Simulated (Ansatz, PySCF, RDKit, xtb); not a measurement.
Complex: N2 (SMILES N#N) (first 2 atoms) with C3H4 (SMILES C=C=C); geometry from B3LYP-D3(BJ)/def2-TZVP, rigid monomers moved along the line of their centres of mass till N1···H8 is 2.56 Å.
(charge 0, multiplicity 1):
```xyz
9

N      0.3035     1.6979     0.8484
N      0.3151     0.7442     0.3192
C     -0.0410    -1.4151     2.9624
C     -0.0575    -0.2268     3.4895
C     -0.0729     0.9655     4.0070
H     -0.9520    -1.8916     2.6190
H      0.8844    -1.9678     2.8484
H      0.0410     1.8479     3.3874
H     -0.1998     1.1162     5.0727
```

Monomers are frozen at their geometry in the pair; levels with a basis set take the counterpoise correction. Rows marked so take none. RDKit's UFF carries no charges.

Cores are frozen in the correlated methods. Rows in 3-21G, 6-31G* carry no dispersion term and start afresh at each structure (6-31G* with six Cartesian d functions).

Programs: Ansatz (a quantum-chemistry and plane-wave program) with Gaussian orbitals; PySCF for 3-21G rows, 6-31G* rows; RDKit for the force fields; xtb for the GFN methods. 

```csv
level,interaction energy (kJ/mol)
UFF,0.9
GFN2-xTB,-5.1
HF/6-31G* (no counterpoise),5.1
BP86/6-31G* (no counterpoise),2.8
B3LYP/3-21G (no counterpoise),-5.2
B3LYP/6-31G*,4.8
PBE0/def2-TZVPPD,…
M06-2X/6-31G* (no counterpoise),-5.5
SCS-MP2/aug-cc-pVDZ,…
```

### Question
Some entries are withheld; supply them.

### Answer

- PBE0/def2-TZVPPD, interaction energy (kJ/mol): 2.0
- SCS-MP2/aug-cc-pVDZ, interaction energy (kJ/mol): 0.0
